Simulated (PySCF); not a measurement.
# Bond length, frequency and bond energy of PI⁺ by level of theory

State: ²Π (doublet), unpaired electrons π ↑. Set-up: PySCF, spin-free X2C with a Gaussian nucleus, basis sets P x2c-SVPall, I x2c-SVPall. De refers to P + I⁺ in their high-spin ground configurations, without counterpoise correction. The functionals are run spin-unrestricted. A positive dipole points towards I; it is taken about the centre of mass and depends on that origin. Levels whose curve was spin-contaminated or gave no clean fit are not listed.

| Level | Re (Å) | ωe (cm⁻¹) | De (eV) | μ (D) | CPU s a point (SCF and correlation, without the integrals) |
| --- | --- | --- | --- | --- | --- |
| ROHF | 2.269 | 472 | 1.51 | -3.77 | 0.1 |
| ROHF-MP2 | 2.275 | 478 | 3.28 | n/a | 0.18 |
| ROHF-SCS-MP2 | 2.280 | 472 | 3.21 | n/a | n/a |
| ROHF-CCSD | 2.292 | 448 | 3.11 | n/a | n/a |
| ROHF-CCSD(T) | 2.310 | 424 | 3.36 | n/a | 1.7 |
| PBE | 2.297 | 438 | 4.58 | -2.71 | 0.94 |
| PBEsol | 2.284 | 448 | 4.87 | -2.68 | 0.45 |
| BP86 | 2.303 | 433 | 4.64 | -2.78 | 0.46 |
| r²SCAN | 2.284 | 450 | 4.12 | -2.79 | 0.87 |
| PBE0 | 2.270 | 464 | 4.11 | -2.87 | 1.1 |

The bond length runs from 2.269 Å (ROHF) to 2.310 Å (ROHF-CCSD(T)). De spans 1.51 eV (ROHF, mean field) to 4.87 eV (PBEsol, GGA). Correlation at CCSD(T) changes the Hartree–Fock bond energy by +1.85 eV; the triples alone change it by +0.25 eV.

Correlated steps freeze 23 core orbitals. Correlated levels converge slowly with the basis: in double zeta they bind strong bonds too weakly, by up to about 1 eV, and carry superposition errors of some tenths. Spin–orbit coupling is left out, which matters for elements this heavy, above all for dissociation energies. For an ion De counts to the pair picked by the measured ionisation energies or electron affinities, which need not be the lowest pair at this level. UHF is strongly spin-contaminated for PI⁺, so the ROHF reference used there is far from stable. The state was picked by a PBE0 search and need not be the measured ground state.

The whole job (state search and all levels along the bond) took about 1.8 min on 1 thread of Intel Xeon Platinum 8488C (shared host), peak memory 0.61 GiB.
